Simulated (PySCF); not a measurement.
Species: C₆H₁₃P.
Structure used (GFN2-xTB), in Å, numbered top down from 1:
```
atom  x, y, z in Å
C1     2.972   -0.330   -0.144
P2     1.734    0.804    0.640
C3     0.220    0.265   -0.309
C4    -0.931    1.265   -0.173
C5    -2.154    0.421   -0.511
C6    -1.887   -0.900    0.215
C7    -0.355   -1.058    0.229
H8     2.873   -0.341   -1.228
H9     2.826   -1.338    0.243
H10    3.972    0.000    0.128
H11    2.009    1.894   -0.200
H12    0.479    0.157   -1.369
H13   -0.811    2.127   -0.828
H14   -0.994    1.620    0.858
H15   -2.197    0.255   -1.589
H16   -3.087    0.886   -0.197
H17   -2.267   -0.840    1.236
H18   -2.377   -1.740   -0.275
H19    0.001   -1.238    1.246
H20   -0.033   -1.899   -0.385
```

NICS = −σ at a ghost point: NICS(0) at the centroid of the ring atoms, NICS(1) 1 Å to either side along the normal of their mean plane, zz for the tensor component along that normal. Level: GIAO PBE0/pcSseg-1 (PySCF, non-relativistic, gas phase) on the GFN2-xTB geometry, one conformer.

Ring bond lengths (Å), with Mayer bond orders in brackets: C3–C4 1.530 (0.99), C4–C5 1.524 (1.03), C5–C6 1.531 (1.04), C6–C7 1.540 (1.04), C7–C3 1.540 (0.99).

Q: What do the NICS probes read (ppm)?

A: 
| ring | type | NICS(0) | NICS(1), two faces | NICS(1)zz, two faces | rms pucker (Å) | centre to ring atoms, mean (Å) |
| --- | --- | --- | --- | --- | --- | --- |
| C3–C4–C5–C6–C7 | 5-membered carbocycle; formal bonds all single | -5.4 | -4.2 / -4.0 | -3.8 / -4.2 | 0.18 | 1.28 |

Q: What can be read from them?

A: 
- C3–C4–C5–C6–C7: mean NICS(1)zz -4.0 ppm, shielded. C3, C4, C5, C6, C7 have four or more neighbours, so the value isn't read as a sign of a π ring current.

Q: What is the mean of the two in-plane components of NICS at the first NICS(1) probe listed for ring C3–C4–C5–C6–C7, 1 Å off the ring?

A: The isotropic value is a third of the trace: (3 × -4.2 − (-3.8))/2 = -4.4 ppm.

Q: List the ring angles and the Hirshfeld charges of the ring atoms.

A: 
- C3–C4–C5–C6–C7: C3 104.4° (-0.067 e), C4 102.8° (-0.075 e), C5 103.4° (-0.070 e), C6 105.4° (-0.068 e), C7 106.3° (-0.074 e); sum 522.4° against 540° for a flat convex ring.
